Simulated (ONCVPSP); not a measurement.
## PBE ONCV dataset for Zr (Z = 40), scalar-relativistic all-electron reference.

```
Element                 : Zr (Z = 40)
Generator               : ONCVPSP 4.0.1
Type                    : optimised norm-conserving Vanderbilt (ONCV)
Functional              : PBE
Relativity              : scalar-relativistic
Frozen core             : [Ar] 3d10
Valence charge          : 12
Reference configuration : 4s2 4p6 4d2 5s2
Partial waves           : 4s+5s: rc 2.35 bohr, ncon 3, nbas 7, qcut 5.3 1/bohr, 2 projectors; 4p: rc 2.05 bohr, ncon 4, nbas 7, qcut 6.7 1/bohr, 2 projectors, debl 2.5 Ha; 4d: rc 2.35 bohr, ncon 4, nbas 9, qcut 7.9 1/bohr, 2 projectors, debl 3 Ha
Local potential         : polynomial inside 1.90 bohr (lpopt 5, dvloc0 2 Ha)
Core correction         : polynomial model core, fcfact 0.45
```

All-electron outer shells of the reference configuration (PBE, scalar-relativistic, ld1.x):

```
shell  level (eV)  outermost node (bohr)  outermost maximum (bohr)
   3d     -174.71                      –                      0.35
   4s      -54.50                   0.55                      1.08
   4p      -32.46                   0.56                      1.17
   5s       -4.44                   1.47                      3.15
   4d       -3.60                   0.58                      1.59
```

Question: Does the generator finish with these settings?

Answer: Yes, a potential is produced and its reference levels are reproduced.

Question: Estimate the cutoffs (Ha) at which the residual kinetic energy of the hardest occupied pseudo-wave falls to 1 and 0.1 mHa per electron.

Answer: 15 Ha and 19 Ha.

Question: Does the potential have ghost states?

Answer: No bound ghost flagged; no localised positive-energy state flagged.

Question: Which valence shell sets the plane-wave cutoff?

Answer: 4d: 15 Ha for 1 mHa per electron, against 10 Ha for 4p.

Question: Tests: 4s2 4p6 4d2 5s1; 4s2 4p6 4d2 5s0; 4s2 4p6 4d1 5s0; 4s2 4p5 4d2 5s2. Which has the largest error in its energy relative to the reference configuration, and how large is it?

Answer: 4s2 4p5 4d2 5s2, with -36 meV (all-electron minus pseudo) on +37.99 eV.
